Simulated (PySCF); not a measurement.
Input for PySCF: D3(BJ) and D4 dispersion corrections on C3H8 (SMILES CCC).

```python
from pyscf import gto
from pyscf.dispersion import dftd3, dftd4

mol = gto.M(
    atom='''
    C     0.79639967   -1.09197607    3.54550977
    C     0.05650635   -0.04531563    4.37438224
    C    -0.75611549    0.92224018    3.51784703
    H     1.36912886   -1.76995255    4.18019202
    H     0.10047802   -1.69631644    2.95844864
    H     1.49411269   -0.62314680    2.84724756
    H     0.77370314    0.52168795    4.97419011
    H    -0.60999030   -0.54335639    5.08387084
    H    -1.28090765    1.66510012    4.12037980
    H    -0.10625339    1.47684418    2.83157817
    H    -1.52046633    0.38753203    2.94277126
    ''',
    basis='def2-svp',
    charge=0, spin=0, verbose=0, max_memory=1800)
d3, d4 = {}, {}
for xc in ['hf', 'pbe', 'blyp', 'revpbe', 'tpss', 'r2scan', 'b3lyp', 'pbe0', 'bhlyp', 'camb3lyp', 'b2plyp']:
    d3[xc] = float(dftd3.DFTD3Dispersion(mol, xc=xc, version='d3bj', atm=False).get_dispersion()['energy'])
    print(f'D3(BJ) {xc:10s} {d3[xc]:14.8f} Eh')
for xc in ['hf', 'pbe', 'blyp', 'revpbe', 'tpss', 'r2scan', 'b3lyp', 'pbe0', 'bhlyp', 'camb3lyp', 'b2plyp']:
    d4[xc] = float(dftd4.DFTD4Dispersion(mol, xc={'camb3lyp': 'cam-b3lyp'}.get(xc, xc), atm=True).get_dispersion()['energy'])
    print(f'D4     {xc:10s} {d4[xc]:14.8f} Eh')
```

Program output:

```
D3(BJ) hf            -0.05025134 Eh
D3(BJ) pbe           -0.00603989 Eh
D3(BJ) blyp          -0.01227829 Eh
D3(BJ) revpbe        -0.01615883 Eh
D3(BJ) tpss          -0.00733903 Eh
D3(BJ) r2scan        -0.00160553 Eh
D3(BJ) b3lyp         -0.00991597 Eh
D3(BJ) pbe0          -0.00495766 Eh
D3(BJ) bhlyp         -0.00735460 Eh
D3(BJ) camb3lyp      -0.00411307 Eh
D3(BJ) b2plyp        -0.00431515 Eh
D4     hf            -0.02123292 Eh
D4     pbe           -0.00518979 Eh
D4     blyp          -0.01190547 Eh
D4     revpbe        -0.01975571 Eh
D4     tpss          -0.00704245 Eh
D4     r2scan        -0.00129742 Eh
D4     b3lyp         -0.00824339 Eh
D4     pbe0          -0.00427765 Eh
D4     bhlyp         -0.00538066 Eh
D4     camb3lyp      -0.00419635 Eh
D4     b2plyp        -0.00360050 Eh
```

The run finished.

Cost: roughly 0.04 core-seconds.
